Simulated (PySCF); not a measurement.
Species: C5H10N3PSi.
Atom-mapped SMILES: `[CH2:1]=[N:2][Si@@:3]([NH2:4])([PH2:5])[n:6]1[cH:7][cH:8][cH:9][cH:10]1`

Probes without a nucleus sit at each ring's centroid and 1 Å off its mean plane on both sides; NICS is minus the shielding there, NICSzz its component along the normal. Level: GIAO PBE0/pcSseg-1 (PySCF, non-relativistic, gas phase) on the GFN2-xTB geometry, one conformer.

Ring bond lengths (Å), with Mayer bond orders in brackets: N6–C7 1.368 (1.12), C7–C8 1.361 (1.55), C8–C9 1.415 (1.33), C9–C10 1.361 (1.55), C10–N6 1.368 (1.13).

Task: What do the NICS probes read (ppm)?

Result: 
```tsv
ring	type	NICS(0)	NICS(1), two faces	NICS(1)zz, two faces	rms pucker (Å)	centre to ring atoms, mean (Å)
N6–C7–C8–C9–C10	5-membered ring with N; formal bonds all aromatic	-12.7	-10.9 / -11.1	-29.5 / -29.6	0.00	1.17
```

Task: What can be read from them?

Result: 
- N6–C7–C8–C9–C10: mean NICS(1)zz -29.6 ppm, shielded. The ring is flat and has no four-coordinate atom; by the NICS criterion it is aromatic.

Task: What does the geometric index give? HOMA takes Krygowski's 1993 parameters.

Result: 
- N6–C7–C8–C9–C10: HOMA 0.85; the largest term is that of C8–C9, α(R − Ropt)² = 0.19. The geometric and the magnetic index point the same way.

Task: At the second NICS(1) probe listed for ring N6–C7–C8–C9–C10, 1 Å off the ring, what do the in-plane components average?

Result: The isotropic value is a third of the trace: (3 × -11.1 − (-29.6))/2 = -1.8 ppm.

Task: List the ring angles and the Hirshfeld charges of the ring atoms.

Result: 
- N6–C7–C8–C9–C10: N6 107.4° (-0.113 e), C7 109.4° (-0.036 e), C8 106.9° (-0.097 e), C9 106.9° (-0.099 e), C10 109.4° (-0.043 e); sum 540.0° against 540° for a flat convex ring.

Hardware: Arm Neoverse N1, one thread, shared host with 64 logical CPUs at a one-minute load of 62. Cost: 1.7 min wall, 1.1 GiB resident at most. This is the whole shielding run at PBE0/pcSseg-1, SCF included.

The values belong to the conformer `[CH2:1]=[N:2][Si@@:3]([NH2:4])([PH2:5])[n:6]1[cH:7][cH:8][cH:9][cH:10]1`: C1–N2–Si3–N4 131°, N2–Si3–N6–C7 53°, H–N4–Si3–N2 174°, H–N4–Si3–N2 37°, H–P5–Si3–N2 -47°, H–P5–Si3–N2 46°.
